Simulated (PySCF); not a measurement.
H$_{6}$Ge$_{2}$, charge +1, doublet (typed; the unrestricted solution is spin-contaminated), at a GFN2-xTB geometry (a state made from the parent by changing its charge; the spin is typed, not shown lowest), with bond 8-2 at 1.6 times its length; B3LYP/STO-3G in PySCF.

The PySCF input:
```python
from pyscf import gto, scf, dft

mol = gto.M(
    atom='''
Ge   -1.294693    0.136967   -0.019984
Ge    1.294693   -0.136967    0.019984
H    -1.736890   -0.853950   -1.069363
H    -1.489179    1.585660   -0.396969
H    -1.706715   -0.209863    1.390193
H     1.489815   -1.573047    0.442185
H     1.740859    0.886572    1.035835
H     1.946560    0.345586   -2.255002
''',
    basis='sto-3g',
    charge=1,
    spin=1,
    verbose=4,
)

mf = dft.UKS(mol)
mf.xc = 'b3lyp'
mf.level_shift = 0.1
mf.max_cycle = 100
mf.kernel()
```

Problem. What does PySCF print? Leave out banner, timings and long lists.

Solution. 
```
PySCF version 2.14.0

[INPUT] verbose = 4
[INPUT] num. atoms = 8
[INPUT] num. electrons = 69
[INPUT] charge = 1
[INPUT] spin (= nelec alpha-beta = 2S) = 1
[INPUT] symmetry False subgroup None
[INPUT] Mole.unit = angstrom
[INPUT] Symbol           X                Y                Z      unit          X                Y                Z       unit  Magmom
[INPUT]  1 Ge    -1.294693000000   0.136967000000  -0.019984000000 AA   -2.446615185392   0.258830118103  -0.037764286873 Bohr   0.0
[INPUT]  2 Ge     1.294693000000  -0.136967000000   0.019984000000 AA    2.446615185392  -0.258830118103   0.037764286873 Bohr   0.0
[INPUT]  3 H     -1.736890000000  -0.853950000000  -1.069363000000 AA   -3.282246408496  -1.613731624072  -2.020803197743 Bohr   0.0
[INPUT]  4 H     -1.489179000000   1.585660000000  -0.396969000000 AA   -2.814140460454   2.996463126678  -0.750162689942 Bohr   0.0
[INPUT]  5 H     -1.706715000000  -0.209863000000   1.390193000000 AA   -3.225223922687  -0.396583593680   2.627084030287 Bohr   0.0
[INPUT]  6 H      1.489815000000  -1.573047000000   0.442185000000 AA    2.815342326269  -2.972628011069   0.835608546391 Bohr   0.0
[INPUT]  7 H      1.740859000000   0.886572000000   1.035835000000 AA    3.289746731484   1.675378269708   1.957444460239 Bohr   0.0
[INPUT]  8 H      1.946560000000   0.345586000000  -2.255002000000 AA    3.678465285033   0.653062892484  -4.261336190346 Bohr   0.0

nuclear repulsion = 303.469490378745
number of shells = 22
number of NR pGTOs = 126
number of NR cGTOs = 42
basis = sto-3g
ecp = {}

******** <class 'pyscf.dft.uks.UKS'> ********
method = UKS
initial guess = minao
damping factor = 0
level_shift factor = 0.1
DIIS = <class 'pyscf.scf.diis.CDIIS'>
diis_start_cycle = 1
diis_space = 8
diis_damp = 0
SCF conv_tol = 1e-09
SCF conv_tol_grad = None
SCF max_cycles = 100
direct_scf = True
direct_scf_tol = 1e-13
number electrons alpha = 35  beta = 34
XC library pyscf.dft.libxc version 7.1.2
    S. Lehtola, C. Steigemann, M. J. T. Oliveira, and M. A. L. Marques,  SoftwareX 7, 1–5 (2018)
XC functionals = b3lyp
    P. J. Stephens, F. J. Devlin, C. F. Chabalowski, and M. J. Frisch,  J. Phys. Chem. 98, 11623 (1994)
radial grids:
    Treutler-Ahlrichs [JCP 102, 346 (1995); DOI:10.1063/1.469408] (M4) radial grids

becke partition: Becke, JCP 88, 2547 (1988); DOI:10.1063/1.454033
pruning grids: <function nwchem_prune>
grids dens level: 3
symmetrized grids: False
atomic radii adjust function: <function treutler_atomic_radii_adjust>
small_rho_cutoff = 0
Set gradient conv threshold to 3.16228e-05
tot grids = 100128
init E= -4104.50742285117

cycle= 1 E= -4109.07847601911  delta_E= -4.57  |g|= 0.394  |ddm|= 2.07

cycle= 2 E= -4106.09614177768  delta_E= 2.98  |g|= 1.71  |ddm|= 2.41
cycle= 3 E= -4106.81886803285  delta_E= -0.723  |g|= 1.31  |ddm|= 2.11
cycle= 4 E= -4109.2905796266  delta_E= -2.47  |g|= 0.105  |ddm|= 2.16
cycle= 5 E= -4109.30408301177  delta_E= -0.0135  |g|= 0.0538  |ddm|= 0.235
cycle= 6 E= -4109.31014770725  delta_E= -0.00606  |g|= 0.0169  |ddm|= 0.16
cycle= 7 E= -4109.3116517669  delta_E= -0.0015  |g|= 0.0112  |ddm|= 0.104
cycle= 8 E= -4109.31214933335  delta_E= -0.000498  |g|= 0.00599  |ddm|= 0.0569
cycle= 9 E= -4109.31236396892  delta_E= -0.000215  |g|= 0.00446  |ddm|= 0.0438
cycle= 10 E= -4109.31244095976  delta_E= -7.7e-05  |g|= 0.00347  |ddm|= 0.0225
cycle= 11 E= -4109.31250131255  delta_E= -6.04e-05  |g|= 0.00172  |ddm|= 0.0228
cycle= 12 E= -4109.31253048208  delta_E= -2.92e-05  |g|= 0.00107  |ddm|= 0.0164
cycle= 13 E= -4109.31254376421  delta_E= -1.33e-05  |g|= 0.000814  |ddm|= 0.00994
cycle= 14 E= -4109.31255695484  delta_E= -1.32e-05  |g|= 0.000801  |ddm|= 0.0147
cycle= 15 E= -4109.31256206849  delta_E= -5.11e-06  |g|= 0.000546  |ddm|= 0.00813
cycle= 16 E= -4109.31256457818  delta_E= -2.51e-06  |g|= 0.000399  |ddm|= 0.00613
cycle= 17 E= -4109.31256568458  delta_E= -1.11e-06  |g|= 0.000234  |ddm|= 0.00379
cycle= 18 E= -4109.31256614288  delta_E= -4.58e-07  |g|= 0.000191  |ddm|= 0.00272
cycle= 19 E= -4109.31256632928  delta_E= -1.86e-07  |g|= 0.000122  |ddm|= 0.00156
cycle= 20 E= -4109.31256640424  delta_E= -7.5e-08  |g|= 8.33e-05  |ddm|= 0.00106
cycle= 21 E= -4109.31256643155  delta_E= -2.73e-08  |g|= 4.7e-05  |ddm|= 0.000591
cycle= 22 E= -4109.31256644039  delta_E= -8.84e-09  |g|= 2.79e-05  |ddm|= 0.000317
cycle= 23 E= -4109.31256644325  delta_E= -2.86e-09  |g|= 1.73e-05  |ddm|= 0.000187
cycle= 24 E= -4109.3125664442  delta_E= -9.53e-10  |g|= 9.8e-06  |ddm|= 0.000104
Extra cycle  E= -4109.31256644412  delta_E= 8e-11  |g|= 1.93e-05  |ddm|= 0.0001
converged SCF energy = -4109.31256644412  <S^2> = 0.85992807  2S+1 = 2.1070625
```
